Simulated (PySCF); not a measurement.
F₃Se, charge +1, singlet, at a GFN2-xTB geometry; PySCF with CASCI(4,4)/cc-pVDZ.

PySCF was given this input:
```python
from pyscf import gto, scf, mcscf
import numpy

mol = gto.Mole()
mol.atom = '''
    Se   -0.060794    0.140841    0.359023
    F    -1.122867   -0.917145   -0.364992
    F     0.059901    1.135983   -0.970133
    F     1.292631   -0.750905   -0.021186
'''
mol.basis = 'cc-pvdz'
mol.charge = 1
mol.spin = 0
mol.verbose = 4
mol.build()

mf = scf.RHF(mol)
mf.kernel()
mc = mcscf.CASCI(mf, 4, 4)
mc.fix_spin_(ss=0.0)
mc.kernel()
occ = numpy.linalg.eigvalsh(mc.fcisolver.make_rdm1(mc.ci, mc.ncas, mc.nelecas))[::-1]
ss = mc.fcisolver.spin_square(mc.ci, mc.ncas, mc.nelecas)[0]
print('natural occupations', occ.round(4), ' <S^2>', round(ss, 4))
```

Output, abridged:

```
PySCF version 2.14.0

[INPUT] verbose = 4
[INPUT] num. atoms = 4
[INPUT] num. electrons = 60
[INPUT] charge = 1
[INPUT] spin (= nelec alpha-beta = 2S) = 0
[INPUT] symmetry False subgroup None
[INPUT] Mole.unit = angstrom
[INPUT] Symbol           X                Y                Z      unit          X                Y                Z       unit  Magmom
[INPUT]  1 Se    -0.060794000000   0.140841000000   0.359023000000 AA   -0.114884010017   0.266150917110   0.678455142420 Bohr   0.0
[INPUT]  2 F     -1.122867000000  -0.917145000000  -0.364992000000 AA   -2.121911104312  -1.733152866514  -0.689734917657 Bohr   0.0
[INPUT]  3 F      0.059901000000   1.135983000000  -0.970133000000 AA    0.113196484588   2.146696752162  -1.833285674403 Bohr   0.0
[INPUT]  4 F      1.292631000000  -0.750905000000  -0.021186000000 AA    2.442718570123  -1.419004795567  -0.040035737675 Bohr   0.0

nuclear repulsion = 344.381458319878
number of shells = 21
number of NR pGTOs = 155
number of NR cGTOs = 69
basis = cc-pvdz
ecp = {}

******** <class 'pyscf.scf.hf.RHF'> ********
method = RHF
initial guess = minao
damping factor = 0
level_shift factor = 0
DIIS = <class 'pyscf.scf.diis.CDIIS'>
diis_start_cycle = 1
diis_space = 8
diis_damp = 0
SCF conv_tol = 1e-09
SCF conv_tol_grad = None
SCF max_cycles = 50
direct_scf = True
direct_scf_tol = 1e-13
Set gradient conv threshold to 3.16228e-05
Initial guess from minao.
init E= -2697.74779787548
  HOMO = -0.458555202724569  LUMO = -0.0225706562952599  gap/eV = 11.86374
cycle= 1 E= -2697.54127376812  delta_E= 0.207  |g|= 0.876  |ddm|= 2.08
  HOMO = -0.881320132190498  LUMO = -0.316956919148366  gap/eV = 15.35711
cycle= 2 E= -2697.66389691191  delta_E= -0.123  |g|= 0.54  |ddm|= 1.08
  HOMO = -0.872944381648279  LUMO = -0.245896904171229  gap/eV = 17.06283
cycle= 3 E= -2697.71215781906  delta_E= -0.0483  |g|= 0.0785  |ddm|= 0.326
  HOMO = -0.854218003914795  LUMO = -0.224625771779825  gap/eV = 17.13208
cycle= 4 E= -2697.71395506204  delta_E= -0.0018  |g|= 0.0244  |ddm|= 0.0675
  HOMO = -0.853620807757234  LUMO = -0.221485440335519  gap/eV = 17.20128
cycle= 5 E= -2697.71440653029  delta_E= -0.000451  |g|= 0.0072  |ddm|= 0.0465
  HOMO = -0.852978461045264  LUMO = -0.221159029213507  gap/eV = 17.19268
cycle= 6 E= -2697.7144576365  delta_E= -5.11e-05  |g|= 0.00126  |ddm|= 0.0199
  HOMO = -0.852813222879547  LUMO = -0.221018813943607  gap/eV = 17.19200
cycle= 7 E= -2697.71445862808  delta_E= -9.92e-07  |g|= 0.000224  |ddm|= 0.0027
  HOMO = -0.852750898291723  LUMO = -0.220978195718113  gap/eV = 17.19141
cycle= 8 E= -2697.71445865058  delta_E= -2.25e-08  |g|= 3.48e-05  |ddm|= 0.000387
  HOMO = -0.852752384065048  LUMO = -0.220985544862633  gap/eV = 17.19125
cycle= 9 E= -2697.71445865136  delta_E= -7.79e-10  |g|= 7.55e-06  |ddm|= 7.74e-05
  HOMO = -0.852752922256123  LUMO = -0.220985628978286  gap/eV = 17.19126
Extra cycle  E= -2697.7144586514  delta_E= -4.14e-11  |g|= 3.43e-06  |ddm|= 1.11e-05
converged SCF energy = -2697.7144586514

******** <class 'pyscf.mcscf.casci.CASCI'> ********
CAS (2e+2e, 4o), ncore = 28, nvir = 37
natorb = False
canonicalization = True
sorting_mo_energy = False
******** <class 'pyscf.fci.addons.SpinPenaltyFCISolver'> ********
max. cycles = 200
conv_tol = 1e-08
davidson only = True
linear dependence = 1e-12
level shift = 0.001
max iter space = 12
nroots = 1
pspace_size = 400
spin = None
Density matrix diagonal elements [1.9975178  1.97935557 0.01156328 0.01156335]
CASCI converged
CASCI E = -2697.72393747249  E(CI) = -5.78343304775126  S^2 = 0.0000000
natural occupations [1.9975 1.9794 0.0116 0.0116]  <S^2> 0.0
```
